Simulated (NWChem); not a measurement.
Species: SnNH2Cl3; SMILES [NH2][Sn]([Cl])([Cl])[Cl]

```xyz
7

N     -0.2923    -0.0284     2.2028
Sn    -0.0193    -0.0015     0.2099
Cl    -1.1179     1.8514    -0.6609
Cl    -0.9230    -1.9518    -0.6733
Cl     2.2052     0.1203    -0.5012
H      0.1009     0.7959     2.6565
H      0.1165    -0.8578     2.6328
```
Atoms are numbered in this order, from 1.

All runs: NWChem. Medium grid unless said otherwise, to which SCAN and Minnesota functionals are sensitive. Geometry: optimised at PBE0/def2-SVP. Not confirmed as a minimum by frequencies. def2 effective core potentials on Sn; no spin-orbit coupling. Hybrids' shares of exact exchange are those that their runs print; pure functionals count as 0. The functionals differ in more than this share.

```csv
row,share of exact exchange,orbital gap (eV)
PBE/def2-SVP,0.00,3.54
PW91/def2-SVP,0.00,3.51
TPSSh/def2-SVP,0.10,4.67
B3LYP/def2-SVP,0.20,withheld
MN15/def2-SVP,0.44,7.24
BHandHLYP/def2-SVP,0.50,8.32
```

Q: Fit a straight line of the last column on the one before it, predict the withheld value, and compare with the run.

A: 
1. Means of the 5 shown rows: x = 0.208, y = 5.456. Slope Σ(x − x̄)(y − ȳ)/Σ(x − x̄)² = 2.138/0.2373 = 9.012; intercept 3.582.
2. The shown rows scatter about the line by 0.195 (root mean square); the largest residual is -0.31, at MN15/def2-SVP.
3. At x = 0.20 (B3LYP/def2-SVP; inside the shown range) the line gives 5.38.
4. The run gives 5.37, -0.01 from the line, 0.1 times the scatter.
